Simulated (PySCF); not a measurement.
# Basis and Hamiltonian dependence of the ionisation energy of Re

Re [Xe] 4f14 5d5 6s2 (6S) → Re⁺ [Xe] 4f14 5d5 6s1 (7S). Calculated with PySCF 2.14 from differences of total energies of unrestricted determinants, without spin-orbit coupling. Values in eV.

| basis | Hamiltonian | functions | UHF | LDA | PBE0 | MP2 (valence) | CCSD(T) (valence) |
| --- | --- | --- | --- | --- | --- | --- | --- |
| def2-SVP with the def2 core potential (60 electrons) | ECP | 32 | 5.915 | 8.056 | n/a | 6.930 | n/a |
| aug-cc-pVDZ-PP with ECP60MDF | ECP | 54 | 5.944 | 8.086 | 7.385 | 7.266 | 7.465 |
| def2-TZVPPD with the def2 core potential (60 electrons) | ECP | 59 | 5.902 | 8.027 | 7.329 | 7.241 | 7.425 |
| aug-cc-pwCVDZ-PP with ECP60MDF | ECP | 70 | 5.926 | 8.056 | 7.357 | 7.247 | 7.438 |
| aug-cc-pVTZ-PP with ECP60MDF | ECP | 88 | 5.925 | 8.049 | 7.342 | 7.370 | 7.561 |
| def2-QZVPPD with the def2 core potential (60 electrons) | ECP | 91 | 5.906 | 8.024 | 7.322 | 7.330 | 7.519 |
| x2c-TZVPPall | spin-free X2C | 97 | 5.962 | 8.188 | 7.476 | 7.310 | 7.533 |
| ANO-RCC-VTZP | spin-free X2C | 104 | 5.949 | 8.207 | 7.462 | 7.198 | 7.421 |
| x2c-TZVPPall with one added diffuse shell each of s, p, d, f type | spin-free X2C | 113 | 5.960 | 8.184 | 7.472 | 7.332 | 7.553 |
| aug-cc-pVTZ-PP with one added diffuse shell each of s, p, d, f, g type with ECP60MDF | ECP | 113 | 5.925 | 8.049 | 7.342 | 7.373 | n/a |
| aug-cc-pwCVTZ-PP with ECP60MDF | ECP | 122 | 5.924 | 8.049 | 7.343 | 7.375 | n/a |
| aug-cc-pVQZ-PP with ECP60MDF | ECP | 135 | 5.923 | 8.047 | 7.341 | 7.417 | n/a |

Extrapolation of MP2 (valence) from aug-cc-pVTZ-PP with ECP60MDF and aug-cc-pVQZ-PP with ECP60MDF: the correlation parts are 1.445 and 1.494 eV; with the X⁻³ form and unrounded values, (4³ × 1.494 − 3³ × 1.445)/(4³ − 3³) = 1.529 eV, and adding the Hartree-Fock value 5.923 eV of the larger basis gives 7.452 eV.

Frozen in the all-electron rows: valence: [Xe] 4f14; with a core potential, the same shells as far as they lie outside it.

Reference for a calculation without spin-orbit coupling: 7.834 eV (measured, between term centres; NIST).
